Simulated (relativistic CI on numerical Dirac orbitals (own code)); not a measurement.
## Radial parameters of Hg³⁰⁺

Method of calculation: Dirac-Coulomb-Breit CI, separate exchange-only KLI orbitals for each configuration, QED by a radiative potential, unscaled Slater integrals (own radial code, finite nucleus).

Slater integrals F^k, G^k are unscaled and averaged over j, outside the closed core [Ar] 3d10 4p6; ζ comes from projecting the Hamiltonian with its Breit term on Σ l·s of the shell.

- 4s²4d¹⁰4f⁴: F^2(4f,4f) = 267310, F^4(4f,4f) = 174210, F^6(4f,4f) = 127390, ζ(4f) = 13157 cm⁻¹; <r>(4f) = 0.3921, <r^2>(4f) = 0.1762 (bohr units).
- 4s²4d¹⁰4f³5s: F^2(4f,4f) = 269900, F^4(4f,4f) = 176000, F^6(4f,4f) = 128730, ζ(4f) = 13456, G^3(4f,5s) = 36427 cm⁻¹; <r>(4f) = 0.3889, <r^2>(4f) = 0.1732, <r>(5s) = 0.7042, <r^2>(5s) = 0.5528 (bohr units).
- 4s²4d¹⁰4f³5p: F^2(4f,4f) = 270060, F^4(4f,4f) = 176120, F^6(4f,4f) = 128820, ζ(4f) = 13489, F^2(4f,5p) = 109810, G^2(4f,5p) = 32357, G^4(4f,5p) = 31003, ζ(5p) = 221010 cm⁻¹; <r>(4f) = 0.3887, <r^2>(4f) = 0.1731, <r>(5p) = 0.7426, <r^2>(5p) = 0.6169 (bohr units).

Averages of the first 10 configurations, taken without configuration mixing, which lowers the lowest level and can move excited configurations by several eV; other configurations of the list can lie among them:

| Configuration | Parity | States | Average energy above the lowest level (eV) |
| --- | --- | --- | --- |
| 4s²4d¹⁰4f⁴ | even | 1001 | 22.1 |
| 4s²4d¹⁰4f³5s | odd | 728 | 195.1 |
| 4s²4d¹⁰4f³5p | even | 2184 | 274.5 |
| 4s²4d¹⁰4f²5s² | even | 91 | 380.1 |
| 4s²4d¹⁰4f²5s5p | odd | 1092 | 456.2 |
| 4s²4d¹⁰4f³5d | odd | 3640 | 376.2 |
| 4s²4d¹⁰4f²5p² | even | 1365 | 538.7 |
| 4s²4d¹⁰4f²5s5d | even | 1820 | 560.5 |
| 4s4d¹⁰4f⁵ | odd | 4004 | 740.4 |
| 4s²4d⁹4f³5s² | odd | 3640 | 631.6 |
